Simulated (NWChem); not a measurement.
Molecule: bromine monochloride (BrCl); SMILES ClBr

Computed with NWChem. Geometry: optimised at PBE0/def2-SVP. Level: PBE0/def2-SVP with COSMO at NWChem's default radii, gas-phase geometry; rows give the dielectric constant.

```tsv
dielectric constant	electrostatic solvation energy (kcal/mol)	dipole in solution (D)
1.5	-0.4	?
2.4	-0.7	0.65
4.8	-1.0	0.70
7.6	-1.1	0.71
20.7	-1.2	0.74
```

Problem. What belongs in the gaps?

Solution. 
- 1.5, dipole in solution (D): 0.60
